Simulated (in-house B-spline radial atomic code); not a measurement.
Values are calculated unless marked as measured or tabulated.
## C in an electron gas of r_s = 2.4: phase shifts, screening, friction and resistivity

A nucleus sits in a uniform electron gas with a rigid positive background. The Kohn-Sham equations are solved self-consistently in the spin-unpolarised LDA (PW92), non-relativistic, on B-splines with outgoing waves at the boundary and partial waves to l = 8. The model has no lattice, no bands and no magnetic solution. Atomic units; δ_l are the phase shifts at the Fermi level, counted so that each bound state adds π, and good to about 0.0005.

The density parameter is r_s = 2.4 bohr, near that of the valence electrons of In (3 per atom, density 7.31 g/cm³, mass 114.82 u, which gives r_s = 2.41).

| l | δ_l (rad) |
| --- | --- |
| 0 | 4.4437 |
| 1 | 1.6077 |
| 2 | 0.0218 |
| 3 | 0.0058 |
| 4 | 0.0012 |
| 5 | 0.0003 |
| 6 | 0.0002 |
| 7 | 0.0002 |
| 8 | 0.0002 |

Bound levels below the band bottom (hartree): s -9.329, s -0.08774.

Check the Friedel sum rule, and say where the screening charge sits.

k_F = (9π/4)^(1/3)/r_s = 0.79965. The rule is Z = (2/π) Σ (2l + 1) δ_l. The terms are s 2.829, p 3.070, d 0.069, f 0.026 and 0.015 beyond, in all 6.009 against Z = 6. Bound states hold 4 s, 0 p, 0 d electrons, so the scattering states carry 2.01 in all; where a term is smaller than its bound count, the bound level has drawn weight out of the band.

Find the transport cross section and the electronic stopping of a 1 keV C ion (mass 12.01 u).

σ_tr = (4π/k_F²) Σ (l + 1) sin²(δ_l − δ_(l+1)). The terms for l = 0 to 3 are 0.0905, 1.9995, 0.0008, 0.0001, all together 2.0909, so σ_tr = 19.652 × 2.0909 = 41.091 bohr². With n = 3/(4π r_s³) = 0.01727, the friction coefficient is Q = n k_F σ_tr = 0.5674. For v well below v_F = 0.800, dE/dx = Q v; with 24801 eV per u at v = 1, v = √(1000/(24801 × 12.01)) = 0.0579, so dE/dx = 0.03288 hartree/bohr = 16.9 eV/nm. The largest term couples the p and d waves.

What residual resistivity would 1 atomic per cent of such centres give in In?

Δρ = k_F n_i σ_tr/n in atomic units of 21.74 μΩ·cm. With one host atom per 3 electrons, n_i/n = 0.01/3, so Δρ = 0.7996 × 0.00333 × 41.091 × 21.74 = 2.38 μΩ·cm. This is an atom added to the gas, as on an interstitial site.

On a substitutional site the background of one host ion, a sphere holding 3 charges, is taken out. The phase shifts for l = 0 to 4 become 4.1711, 0.7818, -0.2362, -0.0679, -0.0134. What follows?

The Friedel sum is now 3.00, for Z − 3 = 3. The sum in σ_tr is 1.6054, so σ_tr = 31.55 bohr² and Δρ = 1.83 μΩ·cm per atomic per cent, 0.77 times the value above. A real host ion scatters too, so this model doesn't give zero even for the host's own atom.
